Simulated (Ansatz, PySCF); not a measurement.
Reaction (SMILES): O[Si](O)(O)F [fluoro(trihydroxy)silane] → [OH] (HO) + O[Si](O)F (the O-Si bond at the site shown breaks; other sites are not compared here)
Geometries: B3LYP-D3(BJ)/def2-TZVP minima from Ansatz (a quantum-chemistry and plane-wave program), one conformer each, not searched for the lowest. Frequencies are from Ansatz or PySCF.

Quantity: bond dissociation energy (0 K, with B3LYP-D3(BJ) harmonic zero-point energies), in eV. Valence correlation only, unless marked. UHF or UKS for open shells. No spin-orbit coupling. Non-relativistic. CBS marks a two-point X^-3 extrapolation of the correlation energy; Hartree-Fock from the larger set (for Q and 5 zeta extrapolated as (X+1)exp(-9√X)).

Level to compare with: CCSD(T)/CBS(cc-pV(Q+d)Z,cc-pV(5+d)Z) (Ansatz), 6.03 eV. It is a level with limits of its own, and the differences hold the functionals' basis error too.

Rank these functionals by how close they come to CCSD(T)/CBS(cc-pV(Q+d)Z,cc-pV(5+d)Z), closest first: wB97X-V/def2-TZVPD (Ansatz); SVWN5/def2-TZVPD (Ansatz); r2SCAN0/def2-TZVPD (Ansatz).

wB97X-V/def2-TZVPD (range-separated hybrid with VV10, 5.86 eV, difference -0.17), r2SCAN0/def2-TZVPD (hybrid meta-GGA, 5.62 eV, difference -0.41), SVWN5/def2-TZVPD (LDA, 6.55 eV, difference 0.52)
